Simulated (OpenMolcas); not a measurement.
# A ladder of methods for Si2H4ClF (SMILES F[SiH]([SiH3])Cl)

Si2H4ClF has 8 atoms, charge 0, and is taken as a singlet. SMILES: `F[SiH]([SiH3])Cl`. The shape is that of a PBE0-D4/def2-TZVP optimisation.

Each level gives the HOMO–LUMO gap (eV). The values are calculated.

| level | kind | program | value (eV) |
| --- | --- | --- | --- |
| BLYP/def2-SVP | GGA | OpenMolcas | 6.01 |
| PBE/def2-SVP | GGA | OpenMolcas | 5.94 |
| revPBE/def2-SVP | GGA | OpenMolcas | 6.00 |
| M06-L/def2-SVP | meta-GGA | OpenMolcas | 6.52 |
| TPSS/def2-SVP | meta-GGA | OpenMolcas | 6.31 |
| r2SCAN/def2-SVP | meta-GGA | OpenMolcas | 6.53 |
| B3LYP/def2-SVP | global hybrid | OpenMolcas | 7.69 |
| M06-2X/def2-SVP | hybrid meta-GGA | OpenMolcas | 10.04 |

The values span 5.94 to 10.04 eV. Orbital gaps aren't excitation energies; they tend to grow with the share of exact exchange.
